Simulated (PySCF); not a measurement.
PySCF input file for C4H10OSi, SMILES OC[C@H]1CC[SiH2]1, PBE/pcSseg-1. Coordinates come from a PBE-D3(BJ)/def2-SVP optimisation. The structure was generated by enumeration; whether it is a known compound was not checked. One conformer was computed; it need not be the lowest.

```python
import numpy as np
from pyscf import gto, scf, dft
from pyscf.prop.nmr import rks as nmr

mol = gto.M(
    atom='''
    O     2.49609008    1.05804869   -0.43487285
    C     1.73878303   -0.11449934   -0.16990390
    C     0.34022644    0.17723656    0.34808590
    C    -0.66444800    0.86798459   -0.63487393
    C    -2.02318921    0.29511306   -0.12639450
    Si   -1.01442882   -1.15928234    0.58851468
    H     2.00461463    1.56460056   -1.10729037
    H     2.31526759   -0.68415916    0.58941782
    H     1.66725275   -0.77224391   -1.07427691
    H     0.41131637    0.78125855    1.28000382
    H    -0.47097505    0.50477200   -1.66962272
    H    -0.60580744    1.97834944   -0.66260447
    H    -2.81047385    0.13732317   -0.88769781
    H    -2.44231619    0.91956057    0.68940542
    H    -1.31659792   -1.71130660    1.95833194
    H    -0.86723156   -2.30760039   -0.37737075
    ''',
    basis='pcSseg-1',
    charge=0,
    spin=0,
    max_memory=1600,
    verbose=3,
)
mf = dft.RKS(mol, xc='pbe')
mf.grids.level = 3
mf.conv_tol = 1e-10
mf.max_cycle = 100
mf.kernel()
n = nmr.NMR(mf)
n.verbose = 2
n.max_cycle_cphf = 60
sigma = n.kernel()
print('atom   isotropic/ppm   span/ppm')
for i, s in enumerate(sigma):
    w = np.linalg.eigvalsh((s + s.T) / 2)
    print(f'{mol.atom_symbol(i):2s}{i + 1:3d} {w.mean():14.3f} {w[2] - w[0]:11.3f}')
```

Output:

```
converged SCF energy = -522.643997489906
atom   isotropic/ppm   span/ppm
O   1        269.066      24.868
C   2        104.987      63.826
C   3        143.861      49.383
C   4        146.860      31.431
C   5        169.459      37.391
Si  6        363.484      87.176
H   7         30.778      16.975
H   8         27.284       8.317
H   9         27.142       9.218
H  10         28.905       6.030
H  11         29.248       6.738
H  12         28.260      10.923
H  13         29.905      11.459
H  14         29.683       8.744
H  15         26.060       8.888
H  16         26.455       5.986
```

The calculation finished and met its thresholds.

Cost: roughly 40 core-seconds.
